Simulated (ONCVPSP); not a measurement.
## u(r) = r·R(r): atom against pseudo-atom (tungsten)

Columns: radius, all-electron u(r) and pseudo u(r) of the 5d shell (level -3.32 eV) of tungsten in the configuration [Kr] 4d10 4f14 5s2 5p6 5d5 6s1; PBE, scalar-relativistic, ONCV scheme, ONCVPSP 4.0.1.

| r (bohr) | all-electron | pseudo |
| --- | --- | --- |
| 0.098 | 0.1964 | 0.0012 |
| 0.195 | 0.0503 | 0.0091 |
| 0.292 | -0.2174 | 0.0290 |
| 0.390 | -0.3108 | 0.0645 |
| 0.488 | -0.2384 | 0.1163 |
| 0.585 | -0.0855 | 0.1828 |
| 0.682 | 0.0880 | 0.2616 |
| 0.780 | 0.2519 | 0.3491 |
| 0.878 | 0.3908 | 0.4380 |
| 0.975 | 0.5002 | 0.5204 |
| 1.072 | 0.5828 | 0.5907 |
| 1.170 | 0.6423 | 0.6456 |
| 1.268 | 0.6817 | 0.6833 |
| 1.365 | 0.7046 | 0.7054 |
| 1.463 | 0.7151 | 0.7153 |
| 1.560 | 0.7157 | 0.7157 |
| 1.658 | 0.7090 | 0.7089 |
| 1.755 | 0.6969 | 0.6968 |
| 1.852 | 0.6808 | 0.6808 |
| 1.950 | 0.6619 | 0.6618 |
| 2.047 | 0.6412 | 0.6412 |
| 2.145 | 0.6192 | 0.6192 |
| 2.242 | 0.5968 | 0.5967 |
| 2.340 | 0.5738 | 0.5738 |
| 2.438 | 0.5509 | 0.5509 |
| 2.535 | 0.5284 | 0.5284 |

How many radial nodes do the two functions have?

The all-electron 5d function has n − l − 1 = 2; the pseudo-wave has 0, since the states of the same l below it are removed with the core.

At about which radius was the pseudo-wave matched?

1.70 bohr. The columns agree to 0.0005 from 1.46 bohr on; several derivatives are matched, so the curves merge somewhat inside the radius.

Where does each function peak?

Outermost all-electron maximum near 1.56 bohr, pseudo maximum near 1.56 bohr (to the table’s step).

Is the pseudo-wave norm-conserving?

Yes: the ONCV scheme keeps the norm inside the radius equal to the all-electron one, which fixes the energy derivative of the logarithmic derivative at the level.
